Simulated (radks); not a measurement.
Task: These are the eigenvalues of the occupied orbitals of an atom or ion with whole-number occupations (eV). Calculated with a radial shooting solver on a logarithmic mesh with Libxc functionals: non-relativistic Kohn-Sham, TPSS, spin-polarised, spherical densities, point nucleus; meta-GGA in the generalised Kohn-Sham scheme.

orbital  eigenvalue
1s up     -74641.10
1s down   -74583.29
2s up     -17541.43
2s down   -17450.11
2p up     -17275.74

Which element is it, and in what charge state? The configuration may be excited. Open shells, if any, are filled with parallel spins first.

Result: Z = 76, osmium, charge +69: Os69+ in [He] 2s2 2p3. The list shows which subshells hold electrons but not how many an open one holds; the 1s level, -2743 hartree, gives Z - s = 74.1 by -(Z - s)^2/2, which with screening narrows Z to a few neighbours, and the depths of the outer levels then fix element, charge and occupations together.
